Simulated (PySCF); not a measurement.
Labels have come off several samples. The candidates:

A. `InChI=1S/C8H9N/c1-9-8-4-2-3-6-5-7(6)8/h2-4,9H,5H2,1H3`
B. SMILES C(=C)(C)C#C[C@H](C)C#N
C. SMILES C=CC(C)C

Spectrum 1. ¹H NMR (300 MHz, computed): δ 5.95 (ddd, J = 17.4, 11.2, 10.0 Hz, 1H), 5.37 (d, J = 17.4 Hz, 1H), 5.13 (d, J = 11.2 Hz, 1H), 2.13 (d of sept, J = 10.0, 6.9 Hz, 1H), 1.05 (d, J = 6.9 Hz, 6H). ¹³C{¹H} NMR (computed): δ 155.8 (CH), 118.4 (CH2), 40.3 (CH), 25.4 (CH3).

Spectrum 2. ¹H NMR (300 MHz, computed): δ 5.68 (m, 1H), 5.67 (m, 1H), 3.54 (q, 1H), 2.06 (s, 3H), 1.57 (d, 3H). ¹³C{¹H} NMR (computed): δ 134.1 (C), 130.9 (CH2), 123.2 (C), 93.4 (C), 91.7 (C), 26.5 (CH3), 22.8 (CH3), 18.3 (CH).

Spectrum 3. ¹H NMR (300 MHz, computed): δ 7.24 (m, 1H), 6.93 (d, 1H), 6.45 (d, 1H), 3.39 (s, 2H), 3.14 (s, 3H), 3.00 (br s, 1H). ¹³C{¹H} NMR (computed): δ 142.9 (C), 136.7 (CH), 134.7 (C), 120.3 (CH), 108.8 (C), 107.5 (CH), 33.5 (CH3), 22.3 (CH2).

[PySCF 2.14.0 with density-fitted response routines: couplings computed with B3LYP/pcJ-1 (spin–dipole term left out of most H,H and C,H couplings); PBE0/pcSseg-1 with gauge-including orbitals; geometry: GFN2-xTB; rapidly exchanging positions averaged; gas phase; non-relativistic Hamiltonian; a single conformation]

Shifts are taken against calculated references (same method and geometry level): TMS for ¹H (σ = 31.72 ppm) and ¹³C (σ = 186.93 ppm). Multiplet labels drop J under 1 Hz and among equivalent protons, and merge close values. Unscaled 3J(H,H) run several per cent high. Where no couplings were computed, multiplicities follow the n + 1 count of equivalent neighbours, and m marks all less simple cases (inequivalent or close neighbours, rings, F or P nearby). Vicinal couplings that depend on rotamer populations or ring flexing (ring, CH–CH, X–H and H–F types) are those of the one conformer. Shifts are as computed. Against solution values, carbons near 30 ppm lie about +3 ppm off and those near 130 ppm about +5 ppm. Of 1211 compounds with measured shifts, 218 miss one by over three times the rms of a fit or turn the order of signals round; such compounds aren't used in these exercises. OH and NH positions are gas-phase values without hydrogen bonding to other molecules.

Question: Which spectrum belongs to which compound?

Answer: 1–C, 2–B, 3–A.

- Spectrum 1 (C): 4 ¹³C signals; δC 155.8 is an alkene CH; δC 118.4 is a terminal =CH2 carbon.
- Spectrum 2 (B): 8 ¹³C signals; δC 134.1 is a fully substituted alkene carbon; δC 130.9 is a terminal =CH2 carbon.
- Spectrum 3 (A): 8 ¹³C signals; δC 142.9 is an aromatic carbon bearing nitrogen; δC 136.7 is an aromatic CH.
